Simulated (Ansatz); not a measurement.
System: CHCl, charge 0, multiplicity 1. SMILES: [CH]Cl
Geometry: optimised at B3LYP-D3(BJ)/def2-TZVP (Ansatz, a program for electronic structure).

Atomisation energy built up term by term with Ansatz (kcal/mol; UHF references for open shells; valence terms freeze the core; atomic spin-orbit terms are left out). Basis-set limits of correlation are two-point, X^-3; Hartree-Fock from the larger set (for Q and 5 zeta extrapolated as (X+1)exp(-9√X)).

The Hartree-Fock reference is unstable (checked in the largest basis), which strains HF and MP2. 

```json
[
 {"term": "Hartree-Fock", "basis": "CBS(cc-pV(Q+d)Z,cc-pV(5+d)Z)", "kcal/mol": "[?]"},
 {"term": "CCSD correlation", "basis": "CBS(cc-pV(Q+d)Z,cc-pV(5+d)Z)", "kcal/mol": "62.38"},
 {"term": "(T)", "basis": "CBS(cc-pV(Q+d)Z,cc-pV(5+d)Z)", "kcal/mol": "[?]"},
 {"term": "CCSDT - CCSD(T)", "basis": "cc-pV(D+d)Z", "kcal/mol": "0.33"},
 {"term": "core correlation", "basis": "cc-pwCVTZ", "kcal/mol": "0.62"},
 {"term": "scalar relativity (X2C)", "basis": "cc-pVTZ-DK against cc-pVTZ", "kcal/mol": "-0.22"},
 {"term": "sum: De", "basis": "", "kcal/mol": "[?]"}
]
```

Problem. Some entries are withheld; supply them.

Solution. 
- Hartree-Fock, kcal/mol: 112.51
- (T), kcal/mol: 6.37
- sum: De, kcal/mol: 182.0
